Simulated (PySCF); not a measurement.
Saddle point of AlAsH6S, closed shell (AlH₃S ([AlH2][SH]) + AsH₃ → AlAsH₄ ([AlH2][AsH2]) + H₂S (still joined by a long Al–S bond); bonds formed: Al1–As6, S2–H5; bonds broken: H5–As6; bonds weakened to dative contacts: Al1–S2), PBE0-D4/def2-TZVP structure:

Al1  (-0.687, -0.065, -0.714)
S2  (0.856, 1.716, -1.012)
H3  (-0.271, -1.354, -1.527)
H4  (-2.103, 0.632, -0.652)
H5  (0.538, 0.938, 0.394)
As6  (0.088, -0.291, 1.828)
H7  (1.908, 0.898, -1.193)
H8  (0.908, -1.464, 1.311)
H9  (-1.236, -1.010, 1.565)
(Å)

Energies are electronic, without zero-point energy. Barriers and step energies count from the start structure reached by relaxing down the imaginary mode; all methods use the PBE0-D4 structures, on which another method's saddle can fall below an end. PySCF 2.14 with density fitting (its default auxiliary sets; JK sets also for MP2 and CCSD(T)); basis: def2-TZVPP, with def2-QZVPP for the basis limit; cores frozen in the correlated methods. Filled d shells of the heavier atoms are correlated. The def2 sets are not built for correlating such inner shells, so the correlated values are less sure here. B3LYP uses VWN-RPA correlation. Extrapolation: Hartree–Fock as exp(−7.88 √X), correlation as X^−2.97.

```csv
method,barrier (eV),step energy (eV)
SPW92,?,0.101
PBE-D4,0.628,0.153
r2SCAN-D4,?,0.171
PBE0-D4,0.769,0.129
B3LYP-D4,?,0.211
BHLYP-D4,1.123,0.189
wB97M-V,1.025,0.208
HF,1.627,0.249
MP2,0.927,0.172
CCSD,1.146,0.186
CCSD(T),1.032,0.180
```

(1) Fill in the withheld barriers. (To be estimated.)

No T1 diagnostic of these runs exceeds 0.012.

Answers

(1) The calculation gives: SPW92 0.441; B3LYP-D4 0.933; r2SCAN-D4 0.733 eV. Each is the energy of the saddle less that of the start structure, by the same method.

For comparison, the barrier by CCSD(T) at an estimated basis limit (MP2 extrapolated from triple and quadruple zeta, plus CCSD(T) − MP2 in triple zeta) is 0.978 eV.

Labels in which every atom is bracketed show which atoms are joined, not bond orders.

For scale, one of the runs: CCSD(T)/def2-TZVPP, 216 basis functions, launched by `OMP_NUM_THREADS=4 python run.py`. The run took 12 min on 4 CPU threads of an Arm Neoverse V1 (shared host), with 3.3 GiB of host memory at its peak.
